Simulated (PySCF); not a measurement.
CH4N2OSi, SMILES N#CO[SiH2]N.

Coordinates come from a B3LYP-D3(BJ)/def2-SVP optimisation. This is a generated structure with no PubChem entry under its InChIKey; it may be hypothetical. The values are those of a single conformer.

Computed with PBE/def2-TZVP run with PySCF.

Symmetry labels are those of the subgroup Cs that the program uses (full group Cs).

Question: List the valence orbital energies around the gap with their symmetry. (Estimate from the structure and the level; the computed values follow.)

Answer: 
| orbital | symmetry | energy (eV) |
|---|---|---|
| HOMO−7 | A' | -11.76 |
| HOMO−6 | A" | -11.26 |
| HOMO−5 | A' | -10.11 |
| HOMO−4 | A" | -9.01 |
| HOMO−3 | A' | -8.30 |
| HOMO−2 | A' | -7.42 |
| HOMO−1 | A' | -7.22 |
| HOMO | A" | -6.95 |
| LUMO | A' | -0.94 |
| LUMO+1 | A' | -0.77 |
| LUMO+2 | A" | 0.47 |
| LUMO+3 | A' | 0.48 |
